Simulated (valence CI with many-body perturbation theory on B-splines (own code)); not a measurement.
Forbidden lines of Rh²⁴⁺

Method: relativistic CI+MBPT: three valence electrons over a frozen Dirac-Fock core [Ar], a basis of 9 s, 9 p, 10 d, 8 f, 5 g, 3 h, 1 i functions for each j, with the one-electron correlation potential Σ1 (screened to all orders), the two-electron term Σ2, the three-electron term Σ3, Breit, model QED; selected single and double excitations, second order for the rest (own B-spline code, finite nucleus).

No measured spectrum was set against this ion. As an estimate, terms of the open shell hold to 2 to 4 % of their energy, and close levels can change places. Only levels of the ground parity were solved; by the run's estimate the other parity begins above the list, which can be wrong where configurations are misplaced.

Lines 1 to 50 of 68 in falling wavelength, among levels below 298170 cm⁻¹, chosen from the decays that carry over 1 % of a level's rate. Wavelengths and rates use the calculated energies, so an error of 3000 cm⁻¹ moves a line at 3521 Å by 11 % and its rate by three times that or more. S is in atomic units (e²a₀⁴ for E2 and M2, e²a₀⁶ for E3), for M1 in squared Bohr magnetons. Weak lines are less certain than strong ones. Lines between different terms over intervals too small for the method are left out, as are lines whose strength nearly cancels. The highest levels of a list are the least certain.

Names give the largest LS component (configuration and term), which can be under half, so a name can repeat, a term be missing and a line seem to break the LS rules; names also repeat where a configuration has a term twice. Letters in brackets count levels of one name in rising energy.

```
λ vac (Å)           Upper           Lower  Type   A (s⁻¹)  S (a.u.)
     9637      3d3 4P_1/2      3d3 4P_3/2    M1  3.12e+01  2.07e+00
     6688      3d3 4F_9/2      3d3 4F_7/2    M1  6.69e+01  7.42e+00
     4561      3d3 4F_7/2      3d3 4F_5/2    M1  3.82e+02  1.08e+01
     3681      3d3 4F_5/2      3d3 4F_3/2    M1  7.57e+02  8.40e+00
     3521      3d3 2P_3/2  3d3 2D_5/2 [a]    M1  6.41e+01  4.15e-01
     3394  3d3 2D_5/2 [a]  3d3 2D_3/2 [a]    M1  2.32e+02  2.02e+00
     2606     3d3 2H_11/2      3d3 2H_9/2    M1  3.90e+02  3.07e+00
     2331      3d3 4P_3/2      3d3 4F_5/2    M1  2.38e+02  4.46e-01
     2290  3d3 2D_5/2 [a]      3d3 4P_5/2    M1  1.85e+02  4.95e-01
     2256      3d3 4P_5/2      3d3 4P_3/2    M1  8.50e+02  2.17e+00
     2217      3d3 2H_9/2      3d3 4F_9/2    M1  1.16e+03  4.67e+00
     2077  3d3 2D_3/2 [a]      3d3 4P_1/2    M1  5.26e+02  6.99e-01
     2027      3d3 2P_3/2      3d3 2P_1/2    M1  9.15e+02  1.13e+00
     1804      3d3 2G_7/2      3d3 4F_7/2    M1  8.67e+02  1.51e+00
     1765      3d3 2P_1/2      3d3 4P_1/2    M1  2.87e+03  1.17e+00
     1728      3d3 2P_3/2  3d3 2D_3/2 [a]    M1  1.83e+03  1.40e+00
     1721      3d3 2G_9/2      3d3 2H_9/2    M1  2.06e+03  3.89e+00
     1709  3d3 2D_3/2 [a]      3d3 4P_3/2    M1  2.68e+03  1.98e+00
     1665      3d3 2H_9/2      3d3 4F_7/2    M1  9.94e+02  1.70e+00
     1594      3d3 2G_9/2      3d3 2G_7/2    M1  2.09e+03  3.15e+00
     1531      3d3 4P_5/2      3d3 4F_7/2    M1  1.27e+02  1.01e-01
     1492      3d3 2P_1/2      3d3 4P_3/2    M1  3.56e+01  8.76e-03
     1427      3d3 4P_3/2      3d3 4F_3/2    M1  1.23e+03  5.32e-01
     1388      3d3 2P_3/2      3d3 4P_5/2    M1  1.80e+03  7.12e-01
     1303      3d3 2F_5/2      3d3 4P_5/2    M1  6.11e+02  3.01e-01
     1293      3d3 2G_7/2      3d3 4F_5/2    M1  2.31e+03  1.48e+00
     1283      3d3 2F_7/2      3d3 4P_5/2    M1  3.29e+01  2.06e-02
     1243      3d3 4P_1/2      3d3 4F_3/2    M1  2.64e+02  3.76e-02
     1198     3d3 2H_11/2      3d3 4F_9/2    M1  5.74e+02  4.39e-01
     1155      3d3 2F_5/2      3d3 2G_7/2    M1  3.65e+02  1.25e-01
     1146      3d3 4P_5/2      3d3 4F_5/2    M1  1.42e+02  4.78e-02
     1139      3d3 2F_7/2      3d3 2G_7/2    M1  6.83e+02  2.99e-01
     1137  3d3 2D_5/2 [a]      3d3 4P_3/2    M1  2.64e+02  8.63e-02
     1069  3d3 2D_3/2 [b]      3d3 2F_5/2    M1  1.61e+03  2.92e-01
     1060  3d3 2D_5/2 [b]      3d3 2F_7/2    M1  1.49e+03  3.94e-01
     1046  3d3 2D_5/2 [b]      3d3 2F_5/2    M1  2.81e+03  7.15e-01
     1018  3d3 2D_3/2 [b]      3d3 2P_3/2    M1  2.02e+02  3.16e-02
    997.4  3d3 2D_5/2 [b]      3d3 2P_3/2    M1  2.62e+02  5.79e-02
    985.9  3d3 2D_3/2 [a]      3d3 4F_5/2    M1  2.56e+03  3.64e-01
    968.9      3d3 2G_9/2      3d3 4F_9/2    M1  2.14e+02  7.21e-02
    917.7  3d3 2D_5/2 [a]      3d3 4F_7/2    M1  2.45e+03  4.21e-01
    874.2      3d3 4P_5/2      3d3 4F_3/2    M1  1.27e+01  1.89e-03
    859.2      3d3 2P_3/2      3d3 4P_3/2    M1  2.47e+02  2.33e-02
    846.3      3d3 2G_9/2      3d3 4F_7/2    M1  5.05e+02  1.14e-01
    826.1      3d3 2F_5/2      3d3 4P_3/2    M1  3.76e+02  4.72e-02
    789.9  3d3 2D_3/2 [b]  3d3 2D_5/2 [a]    M1  2.39e+03  1.75e-01
    779.4      3d3 2F_7/2      3d3 4F_9/2    M1  1.11e+03  1.56e-01
    777.7  3d3 2D_3/2 [a]      3d3 4F_3/2    M1  9.94e+02  6.93e-02
    777.2  3d3 2D_5/2 [b]  3d3 2D_5/2 [a]    M1  3.47e+02  3.63e-02
    764.0  3d3 2D_5/2 [a]      3d3 4F_5/2    M1  4.52e+02  4.49e-02
```
